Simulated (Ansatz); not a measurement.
Calculated with Ansatz (gas phase, PBE0-D4/def2-TZVP geometries, no zero-point term in ΔE). CCSD(T)/CBS adds triple-zeta CCSD(T) − MP2 to the extrapolated MP2 energy (def2 sets, frozen cores). This one scheme is used for every species. Functionals use def2-TZVPP. Each species was taken in one conformer, which may not be the lowest.

Consider the ligand exchange at a P–N bond: `F[SiH2]NP` + `N[SiH3]` → `[SiH3]NP` + `N[SiH2]F`.

```tsv
level	ΔE (kJ/mol)	difference from CCSD(T)/CBS
BLYP-D4	-7.1	-0.4
ωB97M-V	-7.0	-0.3
B2PLYP	-6.9	-0.2
PBE-QIDH	-7.1	-0.4
revPBE	-6.5	0.2
PBE0	-7.2	-0.5
CAM-B3LYP	-7.5	-0.8
HF/def2-SVP	-5.9	0.8
MP2/def2-SVP	-6.0	0.7
CCSD/def2-SVP	-5.6	1.1
CCSD(T)/def2-SVP	-5.5	1.2
HF/def2-QZVPP	-6.3	0.4
MP2/def2-QZVPP	-7.2	-0.5
HF/CBS(def2)	-6.3	0.4
MP2/CBS(def2)	-7.4	-0.7
CCSD/CBS(def2)	-6.7	0.0
CCSD(T)/CBS	-6.7	0
```

Largest T1 diagnostic among the species: 0.012.

Leaving LDA and LC-ωPBE aside and taking each functional with its dispersion term where it has one, the values, not all of them listed here, spread over 1.2 kJ/mol, from CAM-B3LYP-D4 to B97M-V.
